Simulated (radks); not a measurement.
Valence configurations of the iron ion Fe+ (all share [Ar]). Method: scalar-relativistic Kohn-Sham, BLYP, spin-polarised, spherical densities, finite nucleus; open shells are filled with parallel spins first; Fermi nuclear charge, rms radius 3.7377 fm; computed with a radial shooting solver on a logarithmic mesh with Libxc functionals. Energies are relative to 3d6 4s1; eigenvalues in eV for spin up.

valence,E (eV),moment (Bohr magnetons),e(3d),e(4p),e(4s)
3d6 4s1,0.000,5,-17.189,-,-12.938
3d5 4s2,3.324,5,-23.105,-,-14.371
3d5.5 4s1.5,1.317,5,-20.017,-,-13.655
3d5 4s1 4p1,7.489,7,-24.322,-9.633,-15.541
3d4 4s1 4p2,25.035,7,-31.931,-11.423,-18.000
3d4 4s2 4p1,20.658,5,-30.910,-10.587,-16.999
3d3 4s2 4p2,44.158,5,-39.160,-12.396,-19.468
3d3.5 4s1.5 4p2,33.995,6,-35.484,-11.909,-18.735
3d6.5 4s0.5,0.004,4,-14.707,-,-12.061
3d7,0.420,3,-12.515,-,-

NIST lists [Ar] 3d6 4s1 as the ground configuration; this level of theory agrees among the configurations tried. The energies are those of spherical high-spin densities, not of single terms.
